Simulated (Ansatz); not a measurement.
GeF2Cl2 (GeCl2F2). Total charge 0; singlet. Geometry PBE-D4/def2-SVP, basis def2-TZVP, Ansatz.

```csv
run,HOMO (eV),LUMO (eV)
A,-10.41,-2.21
B,-9.74,-2.73
C,-8.47,-3.34
D,-8.64,-3.38
E,-13.00,0.01
F,-9.05,-3.13
```

LC-ωPBE has ω = 0.4 bohr⁻¹. HSE06 is defined as in plane-wave codes, on full-range PBE exchange.

The runs used BLYP, HSE06, LC-ωPBE, PBE, r2SCAN, r2SCAN0. Estimate which is which.

A r2SCAN0 (25 % exact exchange); B HSE06 (range-separated); C BLYP (0 % exact exchange); D PBE (0 % exact exchange); E LC-ωPBE (range-separated); F r2SCAN (0 % exact exchange). Exact exchange lowers occupied and raises empty levels; among semilocal functionals meta-GGAs tend to open the gap a little, and such runs are hard to tell apart. The gap grows from 5.13 eV (BLYP) to 13.00 eV (LC-ωPBE).
